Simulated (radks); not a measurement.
The numbers below are computed, except where a source is named.
Task: These are the eigenvalues of the occupied orbitals of an atom or ion with whole-number occupations (eV). Level of theory: scalar-relativistic Kohn-Sham, SCAN, spin-polarised, spherical densities, finite nucleus; meta-GGA in the generalised Kohn-Sham scheme; Fermi nuclear charge, rms radius of each element as measured or else 0.836 A^(1/3) + 0.57 fm (a radial shooting solver on a logarithmic mesh with Libxc functionals).

1s: -36983.00

Which element is it, and in what charge state? The configuration may be excited. Open shells, if any, are filled with parallel spins first.

Result: Z = 52, tellurium, charge +50: Te50+ in [He]. The 1s level, -1359.1 hartree, gives Z - s = 52.1 by -(Z - s)^2/2, which with screening and relativity narrows Z to a few neighbours, and with so few levels the electron count can be read from the list.
